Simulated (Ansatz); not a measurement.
Ga2Se3, relaxed as a singlet with RKS r2SCAN-D4/def2-SVP in Ansatz, starting from the GFN2-xTB geometry. Force threshold 0.02 eV/Å.

Another isomer (singlet) lies 0.13 eV lower at PBE0-D4/def2-TZVP; other spin states weren't run for this one.

Start:

```xyz
5

Ga   -0.625   -0.378    1.762
Ga    0.834    0.084   -1.711
Se   -2.028    0.391    3.285
Se    0.846    1.287   -3.563
Se    0.974   -1.383    0.227
```

| step | energy (eV) | largest force component (eV/Å) | SCF passes |
| --- | --- | --- | --- |
| 1 | -300770.8039 | 1.393 | 17 |
| 2 | -300771.1023 | 0.134 | 28 |
| 3 | -300771.1110 | 0.060 | 20 |
| 4 | -300771.1281 | 0.099 | 26 |
| 5 | -300771.1367 | 0.179 | 25 |
| 6 | -300771.1386 | 0.027 | 21 |
| 7 | -300771.1387 | 0.001 | 22 |

Force components are those of the run's own axes.

End:

Cartesian coordinates in Å:
```
Ga -0.4752 -0.4101 1.5269
Ga 0.7772 -0.0186 -1.4564
Se -1.9088 0.6044 2.7325
Se 0.5214 1.3643 -3.0565
Se 1.0853 -1.5400 0.2535
```

By distances, no bond broke or formed. The bond that changes most is Ga2–Se5, from 2.43 to 2.31 Å (atoms count from 1).

No frequencies were taken in this run, so the end may be a saddle point.

It took 25 s on 4 threads of Arm Neoverse V1 on a shared host.
